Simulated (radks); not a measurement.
Problem. The mean radii <r> (bohr) of the occupied orbitals of an atom or ion are listed with their occupations. All-electron calculation, scalar-relativistic Kohn-Sham, PBE, spin-polarised, spherical densities, finite nucleus; Fermi nuclear charge, rms radius of each element as measured or else 0.836 A^(1/3) + 0.57 fm. Program: a radial shooting solver on a logarithmic mesh with Libxc functionals.

| orbital | occ. | <r> |
|---|---|---|
| 1s up | 1 | 0.02001 |
| 1s down | 1 | 0.02001 |
| 2s up | 1 | 0.08488 |
| 2s down | 1 | 0.08488 |
| 2p up | 3 | 0.07541 |
| 2p down | 3 | 0.07541 |
| 3s up | 1 | 0.2210 |
| 3s down | 1 | 0.2210 |
| 3p up | 3 | 0.2203 |
| 3p down | 3 | 0.2203 |
| 3d up | 5 | 0.1999 |
| 3d down | 5 | 0.1998 |
| 4s up | 1 | 0.4979 |
| 4s down | 1 | 0.4979 |
| 4p up | 3 | 0.5284 |
| 4p down | 3 | 0.5285 |
| 4d up | 5 | 0.5716 |
| 4d down | 5 | 0.5718 |
| 5s up | 1 | 1.230 |
| 5s down | 1 | 1.231 |
| 5p up | 3 | 1.471 |
| 5p down | 3 | 1.469 |
| 4f up | 7 | 0.8039 |
| 6s up | 1 | 3.563 |
| 4f down | 6 | 0.8075 |

Name the element and its charge. Open shells, if any, are filled with parallel spins first.

Solution. Z = 69, thulium, charge +1: Tm+ in [Xe] 4f13 6s1. The 1s radius gives Z: for a bare nucleus <r> = (2 gamma + 1)/(2Z) with gamma = sqrt(1 - (Z/c)^2), 0.01977 bohr for Z = 69, and screening makes it slightly larger (0.02001 here). The occupations add up to 68, and the charge is Z minus that.
